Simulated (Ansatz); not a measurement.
Ansatz (a first-principles code) input for Se(F)(NMe2) (C2H6FNSe), SMILES N(C)(C)[Se]F, PBE-D3(BJ)/def2-SVP. 

Ansatz 0.2 input:
```yaml
crystal:
  periodic: [false, false, false]
  atoms:
    - {symbol: Se, position_ang: [-0.76601678, -0.41033078, -0.00000000]}
    - {symbol: F, position_ang: [-1.33189416, 1.29382102, 0.00000001]}
    - {symbol: N, position_ang: [0.99063217, -0.22145959, 0.00000000]}
    - {symbol: C, position_ang: [1.66721341, 0.18143168, -1.22608878]}
    - {symbol: C, position_ang: [1.66721341, 0.18143166, 1.22608877]}
    - {symbol: H, position_ang: [1.71273346, 1.28149381, -1.32865396]}
    - {symbol: H, position_ang: [2.69801341, -0.21097916, -1.22425346]}
    - {symbol: H, position_ang: [1.13456911, -0.23056736, -2.09358245]}
    - {symbol: H, position_ang: [2.69801342, -0.21097917, 1.22425345]}
    - {symbol: H, position_ang: [1.71273347, 1.28149380, 1.32865397]}
    - {symbol: H, position_ang: [1.13456911, -0.23056739, 2.09358246]}
basis:
  gaussian:
    orbitals: def2-SVP
hamiltonian:
  xc: pbe
  dispersion: d3bj
relax: {f_tol: 0.002, max_steps: 200}
```

Output:

```
WARN ansatz: RAYON_NUM_THREADS=1 ignored (pool sized by the plan → 1); use --threads N
Functional definition: PBE
integrals: 0.07 GiB planned
1330 factors; their error is unknown
mean field: 0.36 GiB planned
mean field evaluation 1: about -71686.8058 eV, gradient 6.9e1 eV
mean field evaluation 2: about -71637.6983 eV, gradient 1.5e2 eV
mean field evaluation 4: about -71697.3741 eV, gradient 1.2e1 eV
mean field evaluation 8: about -71697.6911 eV, gradient 7.7e-2 eV
mean field evaluation 16: about -71697.5371 eV, gradient 1.6e-4 eV
mean field -71697.53705074 eV, -2634.8358882785 hartree, gradient 3.0e-5 eV, S^2 0.000000; 0 other end points of the search recorded, 0 dependent functions left out
the calculation of the forces begins
reference -71697.53708055 eV, -2634.8358893742 hartree; 34, 34 occupied and 84, 84 virtual orbitals, 1330 factors
relax step   1: F+E_penalty+E_count = -71697.77491690 eV  Δ(F+E_penalty+E_count) = +0.000e0 eV  max|allowed force component| = 8.299e-1 eV/Å  Δτ_max = 0.0000 Å  (31 SCF iters, accepted)
these checks for a lower state are left out or cut short: starts, cluster_reference, orbital_swaps, neighbouring_geometries, increment
integrals: 0.07 GiB planned
1330 factors; their error is unknown
mean field: 0.36 GiB planned
mean field -71697.57303571 eV, -2634.8372107018 hartree, gradient 1.3e-5 eV, S^2 0.000000; 0 other end points of the search recorded, 0 dependent functions left out
the calculation of the forces begins
reference -71697.57306559 eV, -2634.8372118001 hartree; 34, 34 occupied and 84, 84 virtual orbitals, 1330 factors
relax step   2: F+E_penalty+E_count = -71697.80856977 eV  Δ(F+E_penalty+E_count) = -3.365e-2 eV  max|allowed force component| = 3.981e-1 eV/Å  Δτ_max = 0.0895 Å  (33 SCF iters, accepted)
these checks for a lower state are left out or cut short: starts, cluster_reference, orbital_swaps, neighbouring_geometries, increment
integrals: 0.07 GiB planned
1330 factors; their error is unknown
mean field: 0.36 GiB planned
mean field evaluation 32: about -71697.5817 eV, gradient 2.1e-3 eV
mean field -71697.58165700 eV, -2634.8375275284 hartree, gradient 1.3e-5 eV, S^2 0.000000; 0 other end points of the search recorded, 0 dependent functions left out
the calculation of the forces begins
reference -71697.58168691 eV, -2634.8375286276 hartree; 34, 34 occupied and 84, 84 virtual orbitals, 1330 factors
relax step   3: F+E_penalty+E_count = -71697.81581777 eV  Δ(F+E_penalty+E_count) = -7.248e-3 eV  max|allowed force component| = 2.852e-2 eV/Å  Δτ_max = 0.0625 Å  (33 SCF iters, accepted)
these checks for a lower state are left out or cut short: starts, cluster_reference, orbital_swaps, neighbouring_geometries, increment
integrals: 0.07 GiB planned
1330 factors; their error is unknown
mean field: 0.36 GiB planned
mean field -71697.58181479 eV, -2634.8375333270 hartree, gradient 1.3e-5 eV, S^2 0.000000; 0 other end points of the search recorded, 0 dependent functions left out
the calculation of the forces begins
reference -71697.58184469 eV, -2634.8375344257 hartree; 34, 34 occupied and 84, 84 virtual orbitals, 1330 factors
relax step   4: F+E_penalty+E_count = -71697.81604576 eV  Δ(F+E_penalty+E_count) = -2.280e-4 eV  max|allowed force component| = 1.154e-2 eV/Å  Δτ_max = 0.0082 Å  (34 SCF iters, accepted)
these checks for a lower state are left out or cut short: starts, cluster_reference, orbital_swaps, neighbouring_geometries, increment
integrals: 0.07 GiB planned
1330 factors; their error is unknown
mean field: 0.36 GiB planned
mean field -71697.58197622 eV, -2634.8375392595 hartree, gradient 1.3e-5 eV, S^2 0.000000; 0 other end points of the search recorded, 0 dependent functions left out
the calculation of the forces begins
reference -71697.58200611 eV, -2634.8375403579 hartree; 34, 34 occupied and 84, 84 virtual orbitals, 1330 factors
relax step   5: F+E_penalty+E_count = -71697.81618978 eV  Δ(F+E_penalty+E_count) = -1.440e-4 eV  max|allowed force component| = 1.324e-2 eV/Å  Δτ_max = 0.0124 Å  (33 SCF iters, accepted)
these checks for a lower state are left out or cut short: starts, cluster_reference, orbital_swaps, neighbouring_geometries, increment
integrals: 0.07 GiB planned
1330 factors; their error is unknown
mean field: 0.36 GiB planned
mean field -71697.58211051 eV, -2634.8375441947 hartree, gradient 1.3e-5 eV, S^2 0.000000; 0 other end points of the search recorded, 0 dependent functions left out
the calculation of the forces begins
reference -71697.58214041 eV, -2634.8375452933 hartree; 34, 34 occupied and 84, 84 virtual orbitals, 1330 factors
relax step   6: F+E_penalty+E_count = -71697.81622679 eV  Δ(F+E_penalty+E_count) = -3.702e-5 eV  max|allowed force component| = 8.720e-3 eV/Å  Δτ_max = 0.0095 Å  (34 SCF iters, accepted)
these checks for a lower state are left out or cut short: starts, cluster_reference, orbital_swaps, neighbouring_geometries, increment
integrals: 0.07 GiB planned
1330 factors; their error is unknown
mean field: 0.36 GiB planned
mean field evaluation 64: about -71697.5821 eV, gradient 1.1e-5 eV
mean field -71697.58210824 eV, -2634.8375441112 hartree, gradient 1.1e-5 eV, S^2 0.000000; 0 other end points of the search recorded, 0 dependent functions left out
the calculation of the forces begins
reference -71697.58213814 eV, -2634.8375452098 hartree; 34, 34 occupied and 84, 84 virtual orbitals, 1330 factors
relax step   7: F+E_penalty+E_count = -71697.81621278 eV  Δ(F+E_penalty+E_count) = +1.402e-5 eV  max|allowed force component| = 1.891e-2 eV/Å  Δτ_max = 0.0027 Å  (26 SCF iters, rejected (line search))
these checks for a lower state are left out or cut short: starts, cluster_reference, orbital_swaps, neighbouring_geometries, increment
integrals: 0.07 GiB planned
1330 factors; their error is unknown
mean field: 0.36 GiB planned
mean field -71697.58212119 eV, -2634.8375445871 hartree, gradient 6.4e-6 eV, S^2 0.000000; 0 other end points of the search recorded, 0 dependent functions left out
the calculation of the forces begins
reference -71697.58215108 eV, -2634.8375456856 hartree; 34, 34 occupied and 84, 84 virtual orbitals, 1330 factors
relax step   8: F+E_penalty+E_count = -71697.81623070 eV  Δ(F+E_penalty+E_count) = -3.908e-6 eV  max|allowed force component| = 1.031e-3 eV/Å  Δτ_max = 0.0011 Å  (24 SCF iters, accepted)
integrals: 0.07 GiB planned
1330 factors; their error is unknown
mean field: 0.36 GiB planned
mean field -71697.58212119 eV, -2634.8375445871 hartree, gradient 6.4e-6 eV, S^2 0.000000; 1 other end points of the search recorded, 0 dependent functions left out
the calculation of the forces begins
reference -71697.58215108 eV, -2634.8375456856 hartree; 34, 34 occupied and 84, 84 virtual orbitals, 1330 factors
Total energy: -71697.81626059 eV, -2634.8461490515 hartree
Atom 0 at    -0.781331    -0.432836     0.000002 Å, force    -0.000350    -0.000031    -0.000007 eV/Å
Atom 1 at    -1.497634     1.259904    -0.000009 Å, force    -0.000055    -0.000131     0.000006 eV/Å
Atom 2 at     0.992110    -0.188073     0.000001 Å, force     0.001031     0.000850     0.000005 eV/Å
Atom 3 at     1.684352     0.187896    -1.228493 Å, force    -0.000281    -0.000497    -0.000150 eV/Å
Atom 4 at     1.684355     0.187894     1.228495 Å, force    -0.000284    -0.000489     0.000151 eV/Å
Atom 5 at     1.791097     1.292808    -1.325641 Å, force     0.000128    -0.000007    -0.000004 eV/Å
Atom 6 at     2.703371    -0.256908    -1.234684 Å, force    -0.000049     0.000143    -0.000040 eV/Å
Atom 7 at     1.123491    -0.190896    -2.102242 Å, force    -0.000108     0.000012     0.000061 eV/Å
Atom 8 at     2.703373    -0.256910     1.234683 Å, force    -0.000050     0.000142     0.000039 eV/Å
Atom 9 at     1.791100     1.292807     1.325643 Å, force     0.000127    -0.000007     0.000004 eV/Å
Atom 10 at     1.123495    -0.190898     2.102244 Å, force    -0.000108     0.000014    -0.000064 eV/Å
Dipole moment:     0.574909    -0.218848     0.000002 e Å
```

The run converged.

Cost: very roughly 50 core-seconds.
